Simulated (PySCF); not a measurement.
Ions at one geometry of [CeO(OH)]+

PySCF 2.14.0, RKS PBE0, Ce def2-SVP with ECP28, O def2-SVP, H def2-SVP; non-relativistic Hamiltonian with scalar-relativistic core potentials where named; density fitting; no spin-orbit coupling; singlets restricted, open shells unrestricted. The geometry is relaxed for charge +1, singlet, vacuum:

```xyz
4

Ce    0.0172   -0.0263   -0.2864
O     1.4070    0.0122    0.7304
O    -1.8136    0.0332    0.4711
H    -2.6304    0.0694    0.9915
```

Energies count from the relaxed state; an electron taken off or put on is at rest in vacuum. Charges and spins are Mulliken's.

```tsv
state	energy (eV)	spin squared	charge on Ce1 (e)	spin on Ce1 (e)	dipole about the centre of mass (D)
charge +1, singlet, vacuum	0.00	0.00	1.28	0.00	3.99
charge +2, doublet, vacuum	16.66	0.77	1.70	0.11	3.46
```

Question: What does the state charge 0, doublet, vacuum give?

Answer: energy (eV) -5.69, spin squared 0.75, charge on Ce1 (e) 0.69, spin on Ce1 (e) 1.04, dipole about the centre of mass (D) 4.45.

With an electron taken off (doublet) the charges change, summed by element, by Ce +0.42 e, O +0.50 e, H +0.08 e. The vertical ionisation energy is 16.66 eV, against −ε(HOMO) = 14.06 eV of the relaxed state. The level lies 2.6 eV too high, as is usual for semilocal functionals and global hybrids, which keep a self-interaction error.

With an electron put on (doublet) the charges change, summed by element, by Ce -0.59 e, O -0.32 e, H -0.09 e. The vertical electron affinity is 5.69 eV, against −ε(LUMO) = 8.29 eV of the relaxed state.

Open shells may have lower solutions than those found.

No other spin state of this charge was computed.
